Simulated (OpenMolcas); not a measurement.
Fe5+.

```yaml
Program: OpenMolcas
Method: CASSCF
Basis: ANO-RCC-VTZP [6s5p3d2f1g]
Scalar_Hamiltonian: DKH2, point nucleus
Active_space: 3 electrons in 5 orbitals (3d)
State_averaging: 2S+1 = 4 even, 10 roots; 2S+1 = 2 even, 40 roots kept (CI in the orbitals of an earlier block)
Spin-orbit_coupling: state interaction with AMFI integrals over the reference wave functions, term energies averaged over their components
```

Levels without dynamic correlation, in cm⁻¹ above 3d³ ⁴F_3/2:

```
     Level      E
3d³ ²G_7/2  23904
3d³ ⁴P_1/2  23249
3d³ ²P_1/2  31546
3d³ ²H_9/2  31660
3d³ ²F_7/2  54298
```

On this reference, MS-CASPT2, IPEA 0.25 Eh, imaginary shift 0.1 Eh (closed shells correlated: 3s 3p) puts 3d³ ²G_7/2 at 21300 cm⁻¹.

Question: Estimate the other levels at that method by one scale factor, and say how well it serves.

Answer: The factor is 21300 / 23904 = 0.891. Scaled values beside those that MS-CASPT2 gives and measured ones (Corliss and Sugar, J. Phys. Chem. Ref. Data 11, 135 (1982)):
```
     Level  Scaled  MS-CASPT2  Miss (%)  Measured
3d³ ⁴P_1/2   20715      19600      +5.7     18738
3d³ ²P_1/2   28107      27590      +1.9     26496
3d³ ²H_9/2   28209      29740      -5.1     28724
3d³ ²F_7/2   48380      48010      +0.8     46217
```
For these levels the scaled values miss MS-CASPT2 by up to 5.7 %, as correlation changes each term by its own factor, spin-orbit parts do not scale and CASPT2 has its own spread within terms. This holds within one configuration; levels of others move differently, and the target method has errors of its own against measurement.

Term energies are means over components that CASPT2 splits; among the terms shown or strongly mixed into the levels shown the widest spread is 1000 cm-1 (3d³ ⁴F, MS-CASPT2). Terms from blocks run as CI alone lack orbitals of their own. Without dynamic correlation excited terms often stand tens of per cent too high (terms of higher spin than the ground term too low), and those without a measured partner can miss by more than the paired ones (holds for CASSCF). Measured partners are found by configuration, term and J. A level has none where our copy of the source lacks it or the pairing is in doubt (some pairs that miss far off the trend of their configuration count as doubtful), and it then counts in no deviation. Only configurations of the active space appear.
